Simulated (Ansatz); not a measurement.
Consider the redistribution: `F[SiH](F)[SiH](Cl)Cl` + `F[CH2][AlH][I]` → `F[Si](F)(F)[SiH](Cl)Cl` + `[CH3][AlH][I]`.

Calculated with Ansatz (gas phase, PBE0-D4/def2-TZVP geometries, no zero-point term in ΔE). CCSD(T)/CBS adds triple-zeta CCSD(T) − MP2 to the extrapolated MP2 energy (def2 sets, frozen cores). DFT in def2-TZVPP. Elements past krypton have def2 core potentials. For I outer-core shells are correlated without core-valence functions, which leaves a few kJ/mol of doubt a bond. Each species was taken in one conformer, which may not be the lowest.

CCSD(T)/CBS gives -284.4 kJ/mol.

Task: Another level gave -283.0 kJ/mol. Which?
A. MP2/def2-TZVPP
B. ωB97M-V/def2-TZVPP
C. CCSD(T)/def2-TZVPP
D. BLYP-D4/def2-TZVPP

Result: C. CCSD(T)/def2-TZVPP -283.0, MP2/def2-TZVPP -294.4, BLYP-D4 -263.9, ωB97M-V -278.3 kJ/mol.

Largest T1 diagnostic among the species: 0.011.

From BLYP to BHLYP (50 % exact exchange), in def2-TZVPP and without D4, ΔE moves by −17.7 kJ/mol. At CCSD(T), def2-SVP lies +25.0 kJ/mol from the extrapolated value and def2-TZVPP +1.4 kJ/mol. In def2-TZVPP, CCSD(T) changes the Hartree–Fock value by −3.2 kJ/mol (the triples alone add +0.4 kJ/mol) and MP2 by −14.6 kJ/mol.

CCSD(T)/CBS has its own doubt, a few kJ/mol and more with outer-core shells, so smaller differences from it don't rank the levels.
